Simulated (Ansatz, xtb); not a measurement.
# Two isomers of C6H7NO2

Structure I is `C/N=C(\O)C#CC(C)=O`, a singlet and structure II is `CNC(=O)C#CC(C)=O`, a singlet. Both are isolated molecules in the gas phase, relaxed with B3LYP-D3(BJ)/def2-SVP; the shapes shown needn't be the lowest conformers.

I (Å):

```xyz
16

C     1.3837   -0.4082    1.5569
C    -0.2166    0.0907   -0.0769
C    -1.2231    0.9311   -0.6745
C    -2.0716    1.6389   -1.1796
C    -3.0862    2.5227   -1.7511
C    -3.3328    3.8019   -0.9830
N     0.3791    0.4606    0.9861
O    -0.0237   -1.0593   -0.7710
O    -3.6758    2.2309   -2.7697
H     1.8013    0.0481    2.4653
H     0.9727   -1.3972    1.8455
H     2.2293   -0.5899    0.8624
H     0.6583   -1.5898   -0.3340
H    -4.1082    4.3906   -1.4905
H    -3.6451    3.5679    0.0478
H    -2.3991    4.3831   -0.9108
```

II (Å):

```xyz
16

C     0.9028   -1.8133    0.3206
C     0.2217    0.5508    0.1932
C    -0.9442    1.4317    0.0689
C    -1.8856    2.1959   -0.0213
C    -3.0048    3.1315   -0.1362
C    -2.8703    4.1726   -1.2234
N    -0.0985   -0.7746    0.2062
O     1.3536    0.9945    0.2713
O    -3.9602    3.0555    0.6059
H     0.7982   -2.3735    1.2652
H     0.8375   -2.5238   -0.5197
H     1.8884   -1.3310    0.3056
H    -1.0794   -1.0270    0.1756
H    -3.7683    4.8039   -1.2385
H    -1.9750    4.7893   -1.0406
H    -2.7299    3.6841   -2.2015
```

Question: Which of the two would you expect CCSD(T)/def2-SVP + ΔMP2/def2-TZVPP electronic energies to favour?

Answer: Structure II; the calculation gives E(II) − E(I) = −0.680 eV.

Level by level:

```csv
level,geometry,E(II) − E(I) (eV),departure from the last row (eV),"job, with rough time for the two"
GFN2-xTB,GFN2-xTB,−0.465,+0.215,"optimisation, 0.66 s"
HF/STO-3G,GFN2-xTB,−0.466,+0.214,"single point, 2.5 s"
r2SCAN-D4/def2-SVP,GFN2-xTB,−0.887,−0.207,"single point, 13 s"
B3LYP-D3(BJ)/def2-SVP,B3LYP-D3(BJ)/def2-SVP,−0.856,−0.176,"optimisation, 7.9 min"
HF/def2-SVP,B3LYP-D3(BJ)/def2-SVP,−0.928,−0.248,part of the CCSD(T) run
MP2/def2-SVP,B3LYP-D3(BJ)/def2-SVP,−0.829,−0.149,part of the CCSD(T) run
CCSD(T)/def2-SVP,B3LYP-D3(BJ)/def2-SVP,−0.803,−0.123,single point
CCSD(T)/def2-SVP + ΔMP2/def2-TZVPP,B3LYP-D3(BJ)/def2-SVP,−0.680,,"single point, 8.3 min"
```

As drawn, II has 1 C–N, 1 C=O, 1 N–H in place of 1 C=N, 1 C–O, 1 O–H.

None of the levels shown reverses the order. The largest departure from CCSD(T)/def2-SVP + ΔMP2/def2-TZVPP is that of HF/def2-SVP, 0.248 eV. The last row adds to CCSD(T) the change of the MP2 difference between the two basis sets, here +0.123 eV.

With thermal terms from frequencies at re-optimised GFN2-xTB minima (ideal gas, soft modes damped towards free rotors, one conformer each, 298.15 K, 1 atm): on the last row, ΔE + ΔZPE = −0.650, ΔH = −0.653, ΔG = −0.634 eV.

The correlated steps freeze 9 core orbitals. Programs: Ansatz 0.2.0, xtb 6.7.1; the last row on 2 threads of Intel(R) Xeon(R) Processor @ 2.50GHz (Skylake/Cascade Lake) on a shared host.
